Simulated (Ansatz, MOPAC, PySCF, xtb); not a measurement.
Pair of molecules: GeH4 (SMILES [GeH4]) (first 5 atoms) with CH3NO (SMILES NC=O); geometry from B3LYP-D3(BJ)/def2-TZVP, rigid monomers moved along the line of their centres of mass till Ge1···O8 is 2.94 Å.
(charge 0, multiplicity 1):
```
atom    x (Å)    y (Å)    z (Å)
----  -------  -------  -------
Ge    -0.1518  -0.5140  -0.0019
H     -1.4949   0.1435   0.3230
H      0.0505  -0.5341  -1.5309
H     -0.0760  -1.9445   0.5369
H      0.9963   0.3265   0.5924
N      1.1389   0.5936   3.3525
C      0.0150  -0.0868   3.6767
O     -0.7324  -0.6122   2.8805
H      1.3976   0.6875   2.3827
H      1.7181   1.0083   4.0605
H     -0.1626  -0.1200   4.7667
```

Interaction energies are E(AB) − E(A) − E(B) at the monomers' geometry in the complex; basis-set methods are counterpoise corrected.

The state reached by PM6, PM7 isn't checked; PM7 holds dispersion and hydrogen-bond terms.

Run with Ansatz (a first-principles code) with Gaussian orbitals; MOPAC for PM6, PM7 (differences of heats of formation); PySCF for the dispersion terms; xtb for the GFN methods. 

Q: One of these levels gives -1.63 kcal/mol for the interaction energy. Name it.
A) PM6
B) PM7
C) PBE-D4/def2-TZVPPD
D) GFN-FF

A: C, PBE-D4/def2-TZVPPD. The others give -0.44 (GFN-FF), 1.80 (PM6), -2.12 (PM7)
